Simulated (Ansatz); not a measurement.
Consider the atomization: `C[Si](F)(Cl)[GeH3]` → C• + Cl• + F• + Ge• + 6 H• + Si•.

Gas-phase electronic energies from Ansatz, PBE0-D4/def2-TZVP geometries. CCSD(T)/CBS adds triple-zeta CCSD(T) − MP2 to the extrapolated MP2 energy (def2 sets, frozen cores). This one scheme is used for every species, atoms too. For atomizations the MP2-based limit and the directly extrapolated one differ by several kJ/mol either way, and by 10 to 25 for some Ge, Se and Sn compounds, so smaller differences from it don't rank the levels. Functionals use def2-TZVPP. B3LYP here is the variant with VWN-RPA as its local correlation; programs differ in this. HSE06 is defined as in plane-wave codes. Open shells (•) are unrestricted, without spin–orbit coupling. Spin–orbit coupling would lower the free atoms: a little for C, Cl, F, Si; clearly for Ge. For Ge outer-core shells are correlated without core-valence functions, so the limit isn't a true one: a few kJ/mol of doubt a bond, and 10 to 20 or more in all where bonds break to atoms. Scalar relativity is left out up to krypton.

| level | ΔE (kJ/mol) | difference from CCSD(T)/CBS |
| --- | --- | --- |
| LDA (SPW92) | 4207.5 | 458.7 |
| PBE-D4 | 3746.6 | -2.2 |
| BLYP-D4 | 3681.2 | -67.6 |
| r2SCAN-D4 | 3750.1 | 1.3 |
| PBE0-D4 | 3712.4 | -36.4 |
| B3LYP-D4 | 3708.8 | -40.0 |
| r2SCAN0-D4 | 3705.6 | -43.2 |
| HSE06-D4 | 3713.2 | -35.6 |
| BHLYP-D4 | 3644.3 | -104.5 |
| CAM-B3LYP-D4 | 3733.7 | -15.1 |
| ωB97X-V | 3755.3 | 6.5 |
| ωB97M-V | 3733.1 | -15.7 |
| B2PLYP | 3677.8 | -71.0 |
| PBE-QIDH | 3710.9 | -37.9 |
| PBE | 3719.0 | -29.8 |
| revPBE | 3593.4 | -155.4 |
| BLYP | 3622.3 | -126.5 |
| r2SCAN | 3743.4 | -5.4 |
| PBE0 | 3688.7 | -60.1 |
| B3LYP | 3664.0 | -84.8 |
| r2SCANh | 3724.3 | -24.5 |
| r2SCAN0 | 3697.6 | -51.2 |
| HSE06 | 3690.8 | -58.0 |
| BHLYP | 3606.5 | -142.3 |
| CAM-B3LYP | 3709.2 | -39.6 |
| HF/def2-SVP | 2785.4 | -963.4 |
| MP2/def2-SVP | 3514.4 | -234.4 |
| CCSD/def2-SVP | 3453.0 | -295.8 |
| CCSD(T)/def2-SVP | 3483.6 | -265.2 |
| HF/def2-TZVPP | 2813.2 | -935.6 |
| MP2/def2-TZVPP | 3696.4 | -52.4 |
| SCS-MP2/def2-TZVPP | 3678.0 | -70.8 |
| CCSD/def2-TZVPP | 3611.1 | -137.7 |
| CCSD(T)/def2-TZVPP | 3657.7 | -91.1 |
| HF/def2-QZVPP | 2818.3 | -930.5 |
| MP2/def2-QZVPP | 3750.4 | 1.6 |
| SCS-MP2/def2-QZVPP | 3738.9 | -9.9 |
| HF/CBS(def2) | 2819.1 | -929.7 |
| MP2/CBS(def2) | 3787.4 | 38.6 |
| CCSD/CBS(def2) | 3702.2 | -46.6 |
| CCSD(T)/CBS | 3748.8 | 0 |

Largest T1 diagnostic among the species: 0.012.

From BLYP to BHLYP (50 % exact exchange), in def2-TZVPP and without D4, ΔE moves by −15.7 kJ/mol: exact exchange takes away binding that semilocal exchange gives to molecules. At CCSD(T), def2-SVP lies −265.2 kJ/mol from the extrapolated value and def2-TZVPP −91.1 kJ/mol: correlation converges slowly with the basis, and small sets miss more of it in the bonded molecule than in its fragments.
